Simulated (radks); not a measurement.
Q: The mean radii <r> (bohr) of the occupied orbitals of an atom or ion are listed with their occupations. Method: non-relativistic Kohn-Sham, PBE, spin-polarised, spherical densities, point nucleus; computed with a radial shooting solver on a logarithmic mesh with Libxc functionals.

orbital  occ.      <r>
1s up       1  0.04170

Name the element and its charge. Open shells, if any, are filled with parallel spins first.

A: Z = 36, krypton, charge +35: Kr35+ in 1s1. The 1s radius gives Z: for a bare nucleus <r> = 1.5/Z, 0.04167 bohr for Z = 36, and the self-interaction of the functional makes it slightly larger (0.04170 here). The occupations add up to 1, and the charge is Z minus that.
